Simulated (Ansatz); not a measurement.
F6Ti (SMILES [F][Ti-2]([F])([F])([F])([F])[F]), charge -2, singlet, geometry from GFN2-xTB (such geometries of metal compounds can be far from the true shape) (a gas-phase anion, which may not be bound at this level).

Here is a job for Ansatz (a quantum-chemistry and plane-wave program).
Ansatz 0.2 input:
```yaml
crystal:
  periodic: [false, false, false]
  atoms:
    - {symbol: Ti, position_ang: [-0.00000000, 0.00000000, 0.00000000]}
    - {symbol: F, position_ang: [1.10350812, -0.45756914, -1.41918531]}
    - {symbol: F, position_ang: [-1.10350812, 0.45756914, 1.41918531]}
    - {symbol: F, position_ang: [-1.17988332, 0.81162927, -1.17911828]}
    - {symbol: F, position_ang: [-0.91177399, -1.60408075, -0.19178056]}
    - {symbol: F, position_ang: [0.91177399, 1.60408075, 0.19178056]}
    - {symbol: F, position_ang: [1.17988332, -0.81162927, 1.17911828]}
basis:
  gaussian:
    orbitals: STO-3G
hamiltonian:
  xc: r2scan
total_charge: -2
accuracy: high
```

What does this run give for the total energy, number of basis functions?


The total energy is -1431.0479 Eh and the number of basis functions comes out as 48.

A gas-phase anion may not be bound at this level; its values then depend on the basis.
